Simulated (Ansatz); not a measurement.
Born–Oppenheimer molecular dynamics of BCl₃FH (6 atoms, charge 0, multiplicity 1). It starts at the highest image of a converged band, a first-order saddle point between two minima.

All numbers below come from RHF/def2-SVP in Ansatz.

* ensemble: NVE (velocity Verlet)
* time step: 0.5 fs
* steps asked: 200
* starting velocities drawn for: 300 K
* seed: 8645

First frame:

```xyz
6
Properties=species:S:1:pos:R:3
B 0.016 -0.263 -0.018
F 0.014 0.090 1.455
Cl 1.538 0.197 -0.786
Cl -1.532 0.128 -0.773
Cl 0.062 -2.232 0.631
H 0.040 -1.034 1.633
```

How far do the bonds stretch over the last three quarters of this one trajectory? (Pairs bonded in most of those frames.)


```json
{"bond": "B1–Cl3", "mean (Å)": "1.757", "spread (Å)": "0.025", "shortest": "1.71", "longest": "1.80"}
{"bond": "B1–Cl4", "mean (Å)": "1.766", "spread (Å)": "0.051", "shortest": "1.67", "longest": "1.85"}
{"bond": "B1–Cl5", "mean (Å)": "1.756", "spread (Å)": "0.073", "shortest": "1.65", "longest": "1.89"}
{"bond": "F2–H6", "mean (Å)": "0.905", "spread (Å)": "0.027", "shortest": "0.87", "longest": "0.94"}
```

Mean temperature of the second half: 2353 K. The conserved energy stayed within 0.31 meV per atom of its start (net change 0.086 meV per atom), so the integration is sound. The kinetic energy rose, since the run started high on the potential surface and went downhill. It ends in pieces (BCl3 + FH), so much of that is their flight and rotation, not heat. A run of 0.1 ps of so small a system gives no equilibrium averages. The orbitals stay closed-shell, which can raise the energy where a bond breaks towards radicals; this wasn't checked here.

Time of the run: 7.5 min on 1 thread of Intel(R) Xeon(R) Platinum 8259CL CPU @ 2.50GHz (Skylake/Cascade Lake), with other jobs on the host, peak memory 0.2 GiB.
